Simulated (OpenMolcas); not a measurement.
N II: Slater's ratio, worked from levels

```yaml
Program: OpenMolcas 26.06
Basis: ANO-RCC-VTZP [4s3p2d1f]
Scalar_Hamiltonian: DKH3, point nucleus
Active_space: 4 electrons in 8 orbitals (2s 2p 3s 3p)
State_averaging: 2S+1 = 3 even, 3 roots; 2S+1 = 1 even, 6 roots; 2S+1 = 5 odd, 1 root; 2S+1 = 3 odd, 9 roots; 2S+1 = 1 odd, 8 roots
Spin-orbit_coupling: RASSI with atomic mean-field integrals over the reference wave functions, term energies averaged over their components
```

Methods: CASSCF; SS-CASPT2, IPEA 0.25 Eh, imaginary shift 0.1 Eh (closed shells correlated: 1s). Measured levels: NIST Handbook of Basic Atomic Spectroscopic Data.

**Slater's ratio.** With one set of orbitals, p2 has ¹D - ³P = 6 F2 and ¹S - ¹D = 9 F2 (F2 = F²/25), a ratio of 3/2. Term energies are centres of gravity, weighted by 2J + 1.

```tsv
Source	¹D - ³P	¹S - ³P	F2 from the first	Ratio
CASSCF	17521	29234	2920	0.669
SS-CASPT2	15637	32311	2606	1.066
measured	15227	32600	2538	1.141
```

Energies in cm-1. A ratio away from 3/2 shows effects beyond one configuration with one set of orbitals, and in heavier atoms second-order spin-orbit shifts. In CASSCF the valence s occupation is 1.87 in ¹S against 1.96 in ¹D: mixing out of s² acts most on ¹S and pulls it down.

Term energies are means over components that CASPT2 splits; among the terms shown or strongly mixed into the levels shown the widest spread is 33 cm-1 (2s² 2p² ¹D, SS-CASPT2). The run also gave levels led by 2s² 2p 3s, which use shells meant for correlation; these and all levels above them are left out. Without dynamic correlation excited terms often stand tens of per cent too high (terms of higher spin than the ground term too low), and those without a measured partner can miss by more than the paired ones (holds for CASSCF). Measured partners are found by configuration, term and J. A level has none where our copy of the source lacks it or the pairing is in doubt (some pairs that miss far off the trend of their configuration count as doubtful), and it then counts in no deviation. Only configurations of the active space appear.
